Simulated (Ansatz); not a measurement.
System: C2H7AlO3, charge 0, multiplicity 1. 
Coordinates optimised at B3LYP-D3(BJ)/def2-TZVP (Ansatz, a quantum-chemistry and plane-wave program):
```xyz
13

C      2.2999    -1.0068     0.8950
O      1.4892     0.1393     0.7668
Al    -0.0230     0.4284     0.0901
O     -0.7029     1.9794     0.1222
O     -0.8738    -0.8313    -0.6274
C     -2.1230    -0.9436    -1.2695
H      1.8347    -1.8948     0.4556
H      3.2598    -0.8393     0.3985
H      2.4941    -1.2071     1.9524
H     -0.2616     2.7319     0.5178
H     -2.7483    -1.6680    -0.7401
H     -2.6578     0.0106    -1.3072
H     -1.9826    -1.3002    -2.2939
```
Charge 0, spin multiplicity 1.

Wanted: vertical ionisation energy (to the doublet state of charge +1; each state is the SCF solution reached for its spin), in eV. Correlated levels leave the core frozen unless marked. Open shells are spin-unrestricted. No spin-orbit coupling. No relativistic terms. Basis-set limits of correlation are two-point, X^-3; Hartree-Fock from the larger set.

| level | program | vertical ionisation energy (eV) |
|---|---|---|
| HF/aug-cc-pV(D+d)Z | Ansatz | 9.41 |
| HF/aug-cc-pV(T+d)Z | Ansatz | 9.38 |
| HF/aug-cc-pV(Q+d)Z | Ansatz | 9.38 |
| SVWN5/def2-TZVPD | Ansatz | 9.52 |
| PBE/def2-TZVPD | Ansatz | 9.35 |
| r2SCAN/def2-TZVPD | Ansatz | 9.54 |
| B3LYP/def2-TZVPD | Ansatz | 9.87 |
| PBE0/def2-TZVPD | Ansatz | 9.90 |
| BHLYP/def2-TZVPD | Ansatz | 10.31 |
| CAM-B3LYP/def2-TZVPD | Ansatz | 10.28 |
| wB97M-V/def2-TZVPD | Ansatz | 10.38 |
| wB97X-V/def2-TZVPD | Ansatz | 10.41 |
| B2PLYP/def2-TZVPD | Ansatz | 10.16 |
| MP2/aug-cc-pV(D+d)Z | Ansatz | 10.98 |
| RI-MP2/aug-cc-pV(T+d)Z | Ansatz | 11.14 |
| RI-MP2/aug-cc-pV(Q+d)Z | Ansatz | 11.20 |
| RI-MP2/CBS(aug-cc-pV(T+d)Z,aug-cc-pV(Q+d)Z) | Ansatz | 11.25 |
| SCS-MP2/aug-cc-pV(D+d)Z | Ansatz | 10.89 |
| CCSD/aug-cc-pV(D+d)Z | Ansatz | 10.54 |
| CCSD(T)/aug-cc-pV(D+d)Z | Ansatz | 10.54 |
